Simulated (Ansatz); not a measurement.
Reaction (substitution at a C–S bond): `OBCS[SiH3]` + HCl → `OBCCl` + `[SiH3]S`

Program: Ansatz. Geometries: PBE0-D4/def2-TZVP. ΔE: electronic, gas phase. CCSD(T)/CBS is the MP2 limit (def2-TZVPP, def2-QZVPP) plus CCSD(T) − MP2 in def2-TZVPP, frozen cores. This one scheme is used for every species. DFT in def2-TZVPP. B3LYP here is the variant with VWN-RPA as its local correlation; programs differ in this. HSE06 is defined as in plane-wave codes. One conformer a species, not always the lowest.

`OBCS[SiH3]`:

Cartesian coordinates in Å:
```
O -2.296 -1.506 1.079
B -1.538 -0.393 1.187
C -0.169 -0.351 0.420
S -0.070 1.230 -0.493
Si 1.798 0.928 -1.458
H -3.111 -1.462 1.585
H -1.907 0.531 1.863
H -0.066 -1.195 -0.265
H 0.651 -0.387 1.146
H 2.883 0.733 -0.458
H 1.760 -0.272 -2.336
H 2.063 2.143 -2.268
```

HCl:

Cartesian coordinates in Å:
```
Cl -0.470 0.316 0.296
H 0.470 -0.316 -0.296
```

`OBCCl`:

```xyz
8

O     0.286   -1.402    0.934
B     0.729   -0.437    0.117
C    -0.219    0.692   -0.440
Cl   -1.905    0.525    0.139
H    -0.660   -1.300    1.117
H     1.886   -0.444   -0.194
H    -0.247    0.681   -1.532
H     0.131    1.684   -0.142
```

`[SiH3]S`:

Cartesian coordinates in Å:
```
Si 0.389 0.069 0.350
S -0.501 -0.154 -1.580
H -0.134 1.264 1.059
H 1.838 0.233 0.084
H 0.161 -1.128 1.199
H -1.753 -0.284 -1.111
```

Is it downhill or uphill in electronic energy at CCSD(T)/CBS, and by how much? (Estimate.)

Ansatz gave: Nearly level: ΔE = +0.03 eV.

What do these levels give: LDA (SPW92), B3LYP-D4, r2SCANh-D4, HSE06-D4, BHLYP-D4, ωB97M-V, B2PLYP, revPBE, BLYP, CCSD/def2-SVP, MP2/def2-TZVPP, CCSD/CBS(def2)? (An estimate is asked.)

The calculation gave: LDA (SPW92) -0.05, B3LYP-D4 -0.01, r2SCANh-D4 -0.01, HSE06-D4 0.00, BHLYP-D4 0.00, ωB97M-V -0.01, B2PLYP -0.02, revPBE -0.05, BLYP -0.08, CCSD/def2-SVP 0.04, MP2/def2-TZVPP 0.07, CCSD/CBS(def2) 0.02 eV.

What do rigid-rotor, harmonic-oscillator terms from PBE0-D4/def2-TZVP frequencies (298.15 K, 1 bar) make of the CCSD(T)/CBS value? (An estimate is asked.)

The calculation gave: ΔZPE = +0.04 eV, ΔH = +0.03 eV, ΔS = 4 J/(mol·K), ΔG = +0.02 eV. Modes under 50 cm⁻¹ make the entropy rough.

Largest T1 diagnostic among the species: 0.012.

From BLYP to BHLYP (50 % exact exchange), in def2-TZVPP and without D4, ΔE moves by +0.04 eV. The D4 term adds +0.06 eV with B3LYP and +0.03 eV with PBE0; it sums over pairs of atoms, weighted by their polarisabilities, and B3LYP, whose exchange is more repulsive, gets the larger term. Leaving LDA and LC-ωPBE aside and taking each functional with its dispersion term where it has one, the values, not all of them listed here, spread over 0.04 eV, from CAM-B3LYP-D4 to PBE-QIDH.
